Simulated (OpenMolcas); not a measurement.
# Mn2+: effect of the metal basis

Mn2+ with its 6 nearest bromide ions at 2.777 Å, on the Ca site of CsCaBr3 (a = 5.69 Å, distance in the model lattice 2.845 Å). The rest of the host is ab initio model potentials to 7.6 Å and point charges beyond; the distance is set by hand and nothing relaxes.

| Property | Result |
| --- | --- |
| Program | OpenMolcas 26.06 |
| Method | CASSCF |
| Spin-orbit coupling | state interaction with AMFI integrals over the reference wave functions |

Fixed: ligand basis ANO-RCC-VDZP, active space 5 electrons in 5 orbitals (3d), DKH2 Hamiltonian.

States (labels of O, the rotations of Oh). Energies in cm-1 above the lowest state or level, χT in cm3 K/mol; 10Dq and B are least-squares fits to the states below 45000 cm-1, weighted by degeneracy, with a free offset, and given where the rms deviation is under 5 % of |10Dq| (or 100 cm-1) and under 700 cm-1.

```json
{"Run": "A", "Metal basis": "ANO-RCC-VDZP", "Ground state": "6A1", "10Dq": "3503", "B (rms of fit)": "1080 (34)", "First gap with spin-orbit (degeneracies)": "29279 (6, 2)", "χT at 300 K": "4.386", "First state of another spin": "4T1 29314", "Cost": "roughly 120 core-seconds"}
{"Run": "B", "Metal basis": "ANO-RCC-VTZP", "Ground state": "6A1", "10Dq": "3488", "B (rms of fit)": "1087 (37)", "First gap with spin-orbit (degeneracies)": "29577 (6, 2)", "χT at 300 K": "4.386", "First state of another spin": "4T1 29611", "Cost": "roughly 2.7 core-minutes"}
```

Against A, |10Dq| changes by -0.4 % in B.

Costs are those of the RASSCF and RASSI steps.

Without dynamic correlation the repulsion within the d shell is too large (B by tens of per cent), so at a given field states of lower spin stand too high. Ligand-to-metal charge-transfer states are missing. With no ligand orbital active B as a rule stays too high, so bands that hang on it stand too high and its fall with covalency is understated. With metal d orbitals alone and no dynamic correlation the field as a rule comes out too small, by tens of per cent, by up to half for chloride and softer ligands. No measured value stands beside these numbers; the geometry was set by hand and not optimised.
